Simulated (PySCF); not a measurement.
Atomic charges against the basis set

Compound: C5H6BF.
Structure used (PBE0-D3(BJ)/def2-SVP), in Å, numbered top down from 1:
```xyz
13
C5H6BF angstrom
C     -2.304    0.662   -0.556
C     -2.205   -0.580   -0.056
F     -3.330   -1.293    0.117
B     -0.877   -1.279    0.344
C      0.448   -0.571    0.204
C      1.532   -0.013    0.108
C      2.818    0.645    0.008
H     -3.271    1.098   -0.821
H     -1.396    1.249   -0.700
H     -0.917   -2.407    0.776
H      3.616   -0.071   -0.245
H      2.810    1.443   -0.751
H      3.080    1.105    0.975
```

PBE0 throughout (PySCF), one geometry, spherical d and f functions. One conformer (not necessarily the lowest) at the PBE0-D3(BJ)/def2-SVP geometry, without solvent, vibrations or thermal averaging. The first 7 of 11 kinds of atom are listed.

Mulliken charges (e):

| basis | functions | C1 | C2 | F3 | B4 | C5 | C6 | C7 |
| --- | --- | --- | --- | --- | --- | --- | --- | --- |
| STO-3G | 41 | -0.179 | +0.004 | -0.076 | +0.188 | -0.145 | -0.023 | -0.253 |
| 6-31G | 75 | -0.386 | +0.232 | -0.345 | +0.212 | -0.314 | +0.134 | -0.545 |
| pcSseg-0 | 75 | -0.380 | -0.055 | -0.362 | +0.532 | -0.371 | -0.153 | -0.579 |
| 6-31G* | 110 | -0.450 | +0.372 | -0.335 | -0.027 | -0.198 | +0.229 | -0.659 |
| cc-pVDZ | 128 | -0.043 | +0.097 | -0.194 | +0.050 | -0.213 | -0.057 | -0.015 |
| def2-SVP | 128 | -0.092 | +0.184 | -0.230 | -0.018 | -0.356 | +0.120 | +0.013 |
| aug-cc-pVDZ | 215 | +0.590 | +0.666 | -0.536 | -0.872 | +0.734 | -0.652 | +0.214 |
| 6-311+G(2d,p) | 225 | -0.253 | +0.180 | -0.302 | +0.104 | -0.211 | +0.419 | -0.804 |
| def2-TZVP | 253 | -0.242 | +0.157 | -0.193 | -0.033 | +0.006 | -0.044 | -0.493 |
| cc-pVTZ | 294 | -0.248 | +0.171 | -0.178 | -0.003 | -0.342 | +0.230 | -0.285 |
| IGLO-III | 305 | -0.237 | +0.134 | -0.242 | +0.298 | -0.187 | -0.070 | -0.340 |

IAO charges (e):

| basis | functions | C1 | C2 | F3 | B4 | C5 | C6 | C7 |
| --- | --- | --- | --- | --- | --- | --- | --- | --- |
| STO-3G | 41 | -0.271 | +0.018 | -0.086 | +0.107 | -0.154 | +0.017 | -0.417 |
| 6-31G | 75 | -0.298 | +0.149 | -0.256 | +0.076 | -0.171 | +0.026 | -0.452 |
| pcSseg-0 | 75 | -0.289 | +0.145 | -0.245 | +0.065 | -0.165 | +0.024 | -0.442 |
| 6-31G* | 110 | -0.292 | +0.171 | -0.263 | +0.084 | -0.175 | +0.025 | -0.433 |
| cc-pVDZ | 128 | -0.296 | +0.176 | -0.264 | +0.072 | -0.171 | +0.023 | -0.433 |
| def2-SVP | 128 | -0.286 | +0.174 | -0.264 | +0.074 | -0.170 | +0.026 | -0.425 |
| aug-cc-pVDZ | 215 | -0.301 | +0.179 | -0.280 | +0.078 | -0.174 | +0.022 | -0.441 |
| 6-311+G(2d,p) | 225 | -0.300 | +0.177 | -0.280 | +0.079 | -0.175 | +0.022 | -0.444 |
| def2-TZVP | 253 | -0.302 | +0.181 | -0.279 | +0.078 | -0.175 | +0.022 | -0.443 |
| cc-pVTZ | 294 | -0.303 | +0.181 | -0.276 | +0.078 | -0.174 | +0.022 | -0.444 |
| IGLO-III | 305 | -0.301 | +0.179 | -0.280 | +0.078 | -0.175 | +0.022 | -0.445 |

Which scheme is steadiest as the basis changes?

Largest range over the bases for any column: IAO 0.19 e, Mulliken 1.40 e. IAO charges move least and Mulliken charges most, counted in e. Without the minimal STO-3G basis the ranges are IAO 0.04, Mulliken 1.40 e.

How much do the charges still move between the two largest bases, cc-pVTZ and IGLO-III?

At most, over all atoms: Mulliken 0.302 e, IAO 0.004 e.

What do the same runs give for the total energy, the frontier levels and the dipole moment?

```tsv
basis	energy (Eh)	HOMO (eV)	LUMO (eV)	μ (D)
STO-3G	-314.2953	-4.76	0.32	2.11
6-31G	-318.3112	-7.39	-2.13	3.73
pcSseg-0	-317.6831	-7.65	-2.40	3.78
6-31G*	-318.3752	-7.25	-2.07	3.32
cc-pVDZ	-318.4002	-7.39	-2.23	3.33
def2-SVP	-318.1472	-7.49	-2.30	3.43
aug-cc-pVDZ	-318.4191	-7.56	-2.39	3.50
6-311+G(2d,p)	-318.4763	-7.59	-2.41	3.53
def2-TZVP	-318.5042	-7.56	-2.37	3.45
cc-pVTZ	-318.4937	-7.52	-2.34	3.41
IGLO-III	-318.5106	-7.57	-2.40	3.51
```

The dipole is fixed by the density alone, so its range of 1.67 D shows that the density itself changes with the basis, not only its division among atoms.
